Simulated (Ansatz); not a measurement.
Species: C3H9Sb, charge -1, multiplicity 2. 
Geometry from a B3LYP-D3(BJ)/def2-TZVP (Ansatz, a quantum-chemistry and plane-wave program) optimisation:
```
Sb
C 1 2.2323
H 2 1.0913 1 109.58
H 2 1.0913 3 109.47 1 -120.20
H 2 1.0936 3 109.01 4 -119.16
C 1 2.3772 2 83.38 3 52.27
H 6 1.0924 1 109.56 2 62.81
H 6 1.0926 7 109.52 5 -157.56
H 6 1.0956 7 109.50 8 -120.71
C 1 2.3772 2 83.38 3 -172.40
H 10 1.0924 1 109.56 2 -62.81
H 10 1.0926 11 109.52 5 157.56
H 10 1.0956 11 109.50 12 120.71
```
Charge -1, spin multiplicity 2.

Basis-set convergence of Hartree-Fock and CCSD(T) correlation energies (hartree) with Ansatz. Cores are frozen in the correlated levels unless marked. UHF or UKS for open shells. No spin-orbit coupling. Frozen are the shells of the preceding noble gas and the d and f shells that filled before the atom's block. Past Kr the def2 sets carry scalar-relativistic core potentials. This anion needs diffuse functions, which these sets lack.

```csv
basis,functions,E(HF),"E(corr, CCSD(T))"
def2-SVP,113,-357.91720,-0.63475
def2-TZVPP,269,[?],[?]
```

Question: Fill in the missing entries.

Answer: 
- def2-TZVPP, E(HF): -358.06898
- def2-TZVPP, E(corr, CCSD(T)): -0.77896
